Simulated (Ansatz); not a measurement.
Calculated with Ansatz (gas phase, PBE0-D4/def2-TZVP geometries, no zero-point term in ΔE). CBS: MP2 limit from def2 TZ/QZ plus the TZ coupled-cluster correction, frozen cores. DFT in def2-TZVPP. B3LYP here is the variant with VWN-RPA as its local correlation; programs differ in this. Elements past krypton have def2 core potentials. For Sn outer-core shells are correlated without core-valence functions, which leaves a few kJ/mol of doubt a bond. One conformer a species, not always the lowest.

`[NH2][SnH]([OH])[SiH2]F` + `FC[SiH2]F` → `F[SiH2]C[SiH2]F` + `[NH2][SnH]([OH])[F]`  (redistribution)

| level | ΔE (eV) |
| --- | --- |
| PBE0-D4 | -1.84 |
| ωB97X-V | -1.94 |
| B2PLYP | -1.95 |
| B3LYP | -1.83 |
| HF/def2-TZVPP | -1.97 |
| MP2/def2-TZVPP | -2.11 |
| SCS-MP2/def2-TZVPP | -2.05 |
| MP2/CBS(def2) | -2.16 |

What does CCSD(T)/CBS give? (Best estimate.)

Computed: -2.03 eV. The listed levels differ from it by 0.19, 0.09, 0.08, 0.20, 0.06, -0.08, -0.02, -0.13 eV.

Largest T1 diagnostic among the species: 0.014.

From PBE to PBE0 (25 % exact exchange), in def2-TZVPP and without D4, ΔE moves by −0.08 eV.
